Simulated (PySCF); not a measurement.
Compound: C8H7O3 (charge -1).
Numbering: `[O:1]=[CH:2]\[CH:3]=[CH:4]/[CH:5]=[CH:6]/[CH:7]=[C:8](/[O-:9])[CH:10]=[O:11]` (hydrogens: H12 on C2; H13 on C3; H14 on C4; H15 on C5; H16 on C6; H17 on C7; H18 on C10)

Method: PySCF, PBE0-D3(BJ)/def2-SVP geometry optimisation, gas phase.

Task: What internal coordinates does the optimisation give?

Result: 
```json
{"bond": "O1=C2", "length (bohr)": "2.317"}
{"bond": "C2–C3", "length (bohr)": "2.706"}
{"bond": "C3=C4", "length (bohr)": "2.620"}
{"bond": "C4–C5", "length (bohr)": "2.658"}
{"bond": "C5=C6", "length (bohr)": "2.633"}
{"bond": "C6–C7", "length (bohr)": "2.633"}
{"bond": "C7=C8", "length (bohr)": "2.686"}
{"bond": "C8–O9", "length (bohr)": "2.347"}
{"bond": "C8–C10", "length (bohr)": "2.883"}
{"bond": "C10=O11", "length (bohr)": "2.281"}
{"bond": "C2–H12", "length (bohr)": "2.124"}
{"bond": "C3–H13", "length (bohr)": "2.069"}
{"bond": "C4–H14", "length (bohr)": "2.078"}
{"bond": "C5–H15", "length (bohr)": "2.070"}
{"bond": "C6–H16", "length (bohr)": "2.070"}
{"bond": "C7–H17", "length (bohr)": "2.072"}
{"bond": "C10–H18", "length (bohr)": "2.128"}
```

A selection of angles:
```json
{"angle": "O1–C2–C3", "degrees": "126.1"}
{"angle": "O1–C2–H12", "degrees": "119.2"}
{"angle": "C3–C2–H12", "degrees": "114.7"}
{"angle": "C2–C3–C4", "degrees": "125.7"}
{"angle": "C2–C3–H13", "degrees": "115.3"}
{"angle": "C4–C3–H13", "degrees": "118.9"}
{"angle": "C3–C4–C5", "degrees": "130.7"}
{"angle": "C3–C4–H14", "degrees": "115.4"}
{"angle": "C5–C4–H14", "degrees": "113.9"}
{"angle": "C4–C5–C6", "degrees": "122.0"}
{"angle": "C4–C5–H15", "degrees": "119.8"}
{"angle": "C6–C5–H15", "degrees": "118.3"}
{"angle": "C5–C6–C7", "degrees": "126.0"}
{"angle": "C5–C6–H16", "degrees": "117.0"}
{"angle": "C7–C6–H16", "degrees": "117.0"}
{"angle": "C6–C7–C8", "degrees": "127.2"}
{"angle": "C6–C7–H17", "degrees": "118.8"}
{"angle": "C8–C7–H17", "degrees": "114.0"}
{"angle": "C7–C8–O9", "degrees": "125.3"}
{"angle": "C7–C8–C10", "degrees": "121.7"}
{"angle": "O9–C8–C10", "degrees": "113.0"}
{"angle": "C8–C10–O11", "degrees": "130.4"}
{"angle": "C8–C10–H18", "degrees": "108.2"}
{"angle": "O11–C10–H18", "degrees": "121.4"}
```

Torsions: O1–C2–C3–C4 180° (antiperiplanar); C2–C3–C4–C5 0° (synperiplanar); C3–C4–C5–C6 180° (antiperiplanar); C4–C5–C6–C7 180° (antiperiplanar); C5–C6–C7–C8 180° (antiperiplanar); C6–C7–C8–O9 180° (antiperiplanar); C7–C8–C10–O11 -2° (synperiplanar).

C2 (aldehyde carbon) is planar (angles 126.1°, 119.2° and 114.7°, sum 360.0°, 0.00 Å off the plane of its three neighbours). C8 (vinylic carbon bearing oxygen) is planar (angles 125.3°, 121.7° and 113.0°, sum 360.0°, 0.00 Å off the plane of its three neighbours). Of the pairs four or more bonds apart, O11···H16 is among the closest relative to their van der Waals radii: 2.24 Å, 83 % of the sum of Bondi's values. The C–O distances run from 1.207 Å (C10=O11, drawn double in a drawing that doesn't fit all lengths) to 1.242 Å (C8–O9, drawn single in a drawing that doesn't fit all lengths), a spread of 0.035 Å. The 11 heavy atoms lie in one plane (0.005 Å rms). The 7 C–C bonds span 1.386 Å (C3=C4, drawn double in a drawing that doesn't fit all lengths) to 1.526 Å (C8–C10, drawn single in a drawing that doesn't fit all lengths), a spread of 0.140 Å. C7 (carbon bonded to 2 C and H) is planar (angles 127.2°, 118.8° and 114.0°, sum 360.0°, 0.00 Å off the plane of its three neighbours).

Stationary, but not proved a minimum. The geometry's basis has no diffuse functions, a weakness for an anion.

One conformer stands for the species.
